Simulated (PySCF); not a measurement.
# Constants of MnH, step by step

State: ⁷Σ⁺, septet, unpaired electrons σ ↑↑, π ↑↑, δ ↑↑. De refers to Mn (3d5 4s2) + H. ROHF-based CCSD(T) in PySCF 2.14 with Mn cc-pVTZ, H cc-pVTZ and Mn cc-pVQZ, H cc-pVQZ (frozen core orbitals: 9; no relativity). Correlation energies are extrapolated as n⁻³ (n = 3, 4), Hartree–Fock as (n+1)·exp(−9√n). CV is the change on freezing 5 orbitals instead, in Mn cc-pwCVTZ, H cc-pVTZ. SR is the spin-free X2C energy in Mn cc-pVTZ-DK, H cc-pVTZ-DK less the non-relativistic one in Mn cc-pVTZ, H cc-pVTZ.

| Level | Re (Å) | ωe (cm⁻¹) | ωexe (cm⁻¹) | αe (cm⁻¹) | De (eV) |
| --- | --- | --- | --- | --- | --- |
| CCSD(T)/TZ | 1.7433 | 1549.9 | 26.7 | 0.150 | 1.681 |
| CCSD(T)/QZ | 1.7431 | 1546.5 | 26.5 | 0.150 | 1.705 |
| HF/CBS | 1.7903 | 1545.2 | 20.7 | 0.123 | 1.571 |
| MP2/CBS | 1.7355 | 1600.8 | 22.6 | 0.134 | 1.704 |
| CCSD/CBS | 1.7448 | 1549.3 | 25.4 | 0.146 | 1.752 |
| CCSD(T)/CBS | 1.7427 | 1545.4 | 26.3 | 0.149 | 1.718 |
| CCSD(T)/CBS+CV | 1.7341 | 1552.1 | 26.9 | 0.153 | 1.692 |
| CCSD(T)/CBS+CV+SR | 1.7281 | 1557.7 | 27.5 | 0.156 | 1.656 |

Task: How much is left between CCSD(T)/QZ and the basis-set limit, and how much do the triples give at the limit?

Result: CCSD(T)/CBS less CCSD(T)/QZ: -0.4 mÅ in Re, -1.1 cm⁻¹ in ωe and +0.013 eV in De. CCSD(T)/CBS less CCSD/CBS: -2.1 mÅ in Re, -3.9 cm⁻¹ in ωe and -0.034 eV in De.

Task: What do the later terms add?

Result: CV: -8.6 mÅ in Re, +6.7 cm⁻¹ in ωe and -0.026 eV in De; SR: -6.0 mÅ in Re, +5.6 cm⁻¹ in ωe and -0.036 eV in De, each against the row above.

Measured (Huber and Herzberg, Constants of Diatomic Molecules (1979)): Re = 1.7311 Å, ωe = 1548.0 cm⁻¹, ωexe = 28.8 cm⁻¹. The last row is off by -3.0 mÅ and 9.7 cm⁻¹.

The T1 diagnostic is 0.025. Spin–orbit coupling, excitations beyond (T) and corrections to the Born–Oppenheimer picture are left out.

The whole job (state search and all basis sets along the bond) took about 19 min on 4 threads of Intel Xeon 6975P-C (shared host), peak memory 14 GiB.
